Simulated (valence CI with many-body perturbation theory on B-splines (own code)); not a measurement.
Rb4+: electric-dipole lines

Method: valence CI with perturbative core correlation (CI+MBPT): five valence electrons over a frozen Dirac-Fock core [Ar] 3d10, a basis of 11 s, 11 p, 10 d, 8 f, 5 g, 2 h functions for each j, with the one-electron correlation potential Σ1 (screened to all orders), the two-electron term Σ2, the three-electron term Σ3, Breit, model QED; selected single and double excitations, second order for the rest, scaled by the run's own slope (own B-spline code, finite nucleus).

Set against measurement, 17 paired levels are off by 116 cm⁻¹ on average, the worst by 227. These come from a selection out of Sansonetti, J. Phys. Chem. Ref. Data 35, 301 (2006). Levels without a partner in it may be off by more. Among the levels kept, up to 3400 cm⁻¹ of a level comes from second order outside the variational space, and about a tenth of that is noise between levels of different J, which matters for small intervals. 2 measured levels below the end of the list, from 268680 cm⁻¹ on, found no clear computed partner, and computed levels of the same name lie up to 4452 cm⁻¹ from them.

Lines 301 to 350 of 599 in falling wavelength, among levels below 49.919 eV, chosen from the strongest by gf and those to the six lowest levels. Wavelengths and rates use the calculated energies, so an error of 100 cm⁻¹ moves a line at 64.55 nm by 0.065 % and its rate by three times that or more. Electric multipoles are in the length gauge, E1 and E2 with the static RPA response of the core. Weak lines are less certain than strong ones. Lines between different terms over intervals too small for the method are left out, as are lines whose strength nearly cancels. Where a level lies close to another of its J and parity, the split of strength between their lines is uncertain. The highest levels of a list are the least certain.

Names give the largest LS component (configuration and term), which can be under half, so a name can repeat, a term be missing and a line seem to break the LS rules; names also repeat where a configuration has a term twice. Letters in brackets count levels of one name in rising energy.

| λ vac (nm) | λ from measured levels | Upper | Lower | A (s⁻¹) | log gf | Branch % |
| --- | --- | --- | --- | --- | --- | --- |
| 65.69 |  | 4s2.4p2.4f 4D°_7/2 [b] | 4s2.4p2.4d 4D_7/2 | 3.44e+08 | -0.75 | 4.2 |
| 64.93 |  | 4s2.4p2.4f 2G°_7/2 [a] | 4s2.4p2.4d 2F_5/2 [a] | 1.84e+09 | -0.03 | 48.5 |
| 64.63 |  | 4s2.4p2.4f 2H°_9/2 | 4s2.4p2.4d 2G_9/2 | 3.16e+08 | -0.70 | 3.2 |
| 64.55 | 64.43 | 4s2.4p2.4d 2P_3/2 [a] | 4s2.4p3 2P°_1/2 | 9.07e+07 | -1.64 | 3.3 |
| 64.43 |  | 4s2.4p2.4f 2H°_11/2 | 4s2.4p2.4d 2G_9/2 | 6.95e+09 | 0.72 | 93.5 |
| 64.41 |  | 4s.4p3.4d 2D°_5/2 | 4s2.4p2.4d 2P_3/2 [b] | 4.29e+08 | -0.80 | 3.5 |
| 64.11 |  | 4s2.4p2.4f 2H°_9/2 | 4s2.4p2.4d 2G_7/2 | 3.52e+09 | 0.34 | 35.6 |
| 63.65 | 63.56 | 4s.4p4 2P_1/2 | 4s2.4p3 2P°_1/2 | 8.64e+08 | -0.98 | 26.5 |
| 63.60 |  | 4s2.4p2.4f 2G°_9/2 [a] | 4s2.4p2.4d 4D_7/2 | 1.05e+09 | -0.20 | 32.8 |
| 63.35 |  | 4s2.4p2.4f 4F°_9/2 | 4s2.4p2.4d 2G_7/2 | 1.09e+09 | -0.19 | 8.1 |
| 62.76 |  | 4s2.4p2.4f 2P°_3/2 [b] | 4s2.4p2.4d 2P_3/2 [b] | 1.12e+09 | -0.58 | 6.1 |
| 61.79 | 61.73 | 4s.4p4 2S_1/2 | 4s2.4p3 2P°_3/2 | 1.94e+09 | -0.65 | 81.0 |
| 60.93 |  | 4s2.4p2.4f 4G°_9/2 | 4s2.4p2.4d 4F_9/2 | 5.31e+08 | -0.53 | 4.6 |
| 60.49 | 60.41 | 4s.4p4 2S_1/2 | 4s2.4p3 2P°_1/2 | 3.28e+08 | -1.44 | 13.7 |
| 60.46 |  | 4s2.4p2.4f 4G°_7/2 | 4s2.4p2.4d 4F_7/2 | 1.00e+09 | -0.36 | 9.0 |
| 60.13 |  | 4s2.4p2.4f 4G°_11/2 | 4s2.4p2.4d 4F_9/2 | 1.12e+10 | 0.86 | 98.7 |
| 59.82 |  | 4s2.4p2.4f 4G°_5/2 [a] | 4s2.4p2.4d 4F_3/2 | 2.82e+09 | -0.04 | 45.3 |
| 59.80 |  | 4s2.4p2.4f 4G°_5/2 [b] | 4s2.4p2.4d 4F_5/2 | 9.44e+08 | -0.52 | 11.1 |
| 59.66 |  | 4s2.4p2.4f 4G°_9/2 | 4s2.4p2.4d 4F_7/2 | 1.08e+10 | 0.76 | 94.2 |
| 59.55 |  | 4s2.4p2.4f 2H°_9/2 | 4s2.4p2.4d 2F_7/2 [a] | 6.36e+08 | -0.47 | 6.4 |
| 59.46 |  | 4s2.4p2.4f 2G°_7/2 [c] | 4s2.4p2.4d 2F_7/2 [a] | 3.26e+08 | -0.86 | 7.0 |
| 59.42 |  | 4s2.4p2.4f 4G°_7/2 | 4s2.4p2.4d 4F_5/2 | 9.69e+09 | 0.61 | 86.7 |
| 59.28 | 59.20 | 4s2.4p2.4d 2P_3/2 [a] | 4s2.4p3 2D°_5/2 | 2.33e+09 | -0.31 | 84.5 |
| 59.13 |  | 4s2.4p2.4f 4G°_5/2 [b] | 4s2.4p2.4d 4F_3/2 | 5.51e+09 | 0.24 | 64.7 |
| 59.06 |  | 4s.4p3.4d 4D°_7/2 [c] | 4s2.4p2.4d 4D_5/2 | 1.11e+09 | -0.33 | 3.8 |
| 59.00 |  | 4s2.4p2.4f 4F°_7/2 | 4s2.4p2.4d 2F_7/2 [a] | 8.16e+08 | -0.47 | 4.7 |
| 58.90 |  | 4s2.4p2.4f 4F°_9/2 | 4s2.4p2.4d 2F_7/2 [a] | 3.43e+09 | 0.25 | 25.7 |
| 58.71 |  | 4s2.4p2.4f 2G°_9/2 [b] | 4s2.4p2.4d 4D_7/2 | 5.15e+08 | -0.57 | 13.4 |
| 58.71 |  | 4s.4p3.4d 4P°_5/2 [a] | 4s2.4p2.4d 4F_3/2 | 1.04e+09 | -0.49 | 7.9 |
| 58.52 |  | 4s2.4p2.4f 4F°_5/2 [a] | 4s2.4p2.4d 2P_3/2 [a] | 5.89e+08 | -0.74 | 26.0 |
| 58.44 | 58.36 | 4s2.4p2.4d 2P_3/2 [a] | 4s2.4p3 2D°_3/2 | 1.88e+08 | -1.41 | 6.8 |
| 58.26 |  | 4s.4p3.4d 2F°_5/2 [b] | 4s2.4p2.4d 2F_7/2 [a] | 6.60e+08 | -0.70 | 5.1 |
| 58.04 |  | 4s.4p3.4d 2D°_5/2 | 4s2.4p2.4d 2F_7/2 [a] | 4.83e+08 | -0.83 | 3.9 |
| 57.84 |  | 4s.4p3.4d 4D°_5/2 [c] | 4s2.4p2.4d 4D_3/2 | 8.33e+08 | -0.60 | 2.8 |
| 57.70 | 57.64 | 4s.4p4 2P_1/2 | 4s2.4p3 2D°_3/2 | 2.37e+09 | -0.63 | 72.7 |
| 57.67 |  | 4s.4p3.4d 4D°_7/2 [c] | 4s2.4p2.4d 4F_9/2 | 1.42e+09 | -0.25 | 4.9 |
| 57.60 |  | 4s.4p3.4d 2F°_5/2 [a] | 4s2.4p2.4d 2F_5/2 [a] | 1.44e+09 | -0.37 | 12.6 |
| 57.57 |  | 4s.4p3.4d 4D°_3/2 [c] | 4s2.4p2.4d 4D_1/2 | 1.23e+09 | -0.61 | 4.6 |
| 57.49 |  | 4s.4p3.4d 4D°_7/2 [c] | 4s2.4p2.4d 2F_5/2 [a] | 5.70e+08 | -0.65 | 2.0 |
| 57.46 |  | 4s.4p3.4d 2F°_7/2 | 4s2.4p2.4d 2F_7/2 [a] | 1.96e+09 | -0.11 | 13.6 |
| 57.39 |  | 4s2.4p2.4f 2D°_5/2 [b] | 4s2.4p2.4d 4D_3/2 | 1.21e+09 | -0.44 | 7.4 |
| 57.35 |  | 4s2.4p2.4f 2D°_5/2 [a] | 4s2.4p2.4d 2P_3/2 [a] | 8.93e+08 | -0.58 | 37.7 |
| 57.27 |  | 4s2.4p2.4f 4F°_7/2 | 4s2.4p2.4d 4D_5/2 | 5.84e+09 | 0.36 | 33.5 |
| 57.21 |  | 4s2.4p2.4f 4F°_5/2 [b] | 4s2.4p2.4d 4D_5/2 | 2.34e+09 | -0.16 | 13.5 |
| 57.04 |  | 4s2.4p2.4f 2G°_9/2 [b] | 4s2.4p2.4d 4F_7/2 | 5.20e+08 | -0.60 | 13.5 |
| 56.94 |  | 4s2.4p2.4f 2H°_9/2 | 4s2.4p2.4d 4D_7/2 | 3.21e+09 | 0.19 | 32.4 |
| 56.75 |  | 4s2.4p2.4f 2P°_3/2 [a] | 4s2.4p2.4d 4D_3/2 | 9.64e+08 | -0.73 | 4.7 |
| 56.75 |  | 4s2.4p2.5p 2D°_3/2 [a] | 4s.4p4 4P_5/2 | 1.65e+08 | -1.50 | 7.4 |
| 56.60 |  | 4s2.4p2.4f 2P°_3/2 [a] | 4s2.4p2.4d 4D_1/2 | 2.07e+09 | -0.40 | 10.1 |
| 56.58 |  | 4s.4p3.4d 2F°_5/2 [b] | 4s2.4p2.4d 4D_5/2 | 4.87e+08 | -0.85 | 3.7 |

**Question.** How does gf follow from A for the line at 56.94 nm?

**Answer.** gf = 1.4992 × (2J+1)_upper × A / σ², with σ = 175620 cm⁻¹ and 2J+1 = 10: gf = 1.56.
